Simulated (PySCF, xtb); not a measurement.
C3HF4, SMILES F/C=[C]/C(F)(F)F, multiplicity 2.

Harmonic wavenumbers (cm⁻¹) from GFN2-xTB in xtb at its own minimum, in rising order: 50, 108, 134, 349, 367, 397, 497, 540, 615, 703, 832, 962, 1058, 1059, 1172, 1218, 1794, 2816.

Question: What does PBE-D3(BJ)/def2-SVP run with PySCF give at its own minimum? (An estimate is asked for; the answer gives what the named calculation found.)

Answer: 80, 126, 133, 362, 383, 412, 543, 575, 671, 803, 861, 1103, 1115, 1151, 1219, 1299, 1751, 3047. Paired by order, the mean absolute difference is 58 cm⁻¹ and the zero-point energies are 21.0 and 22.4 kcal/mol.
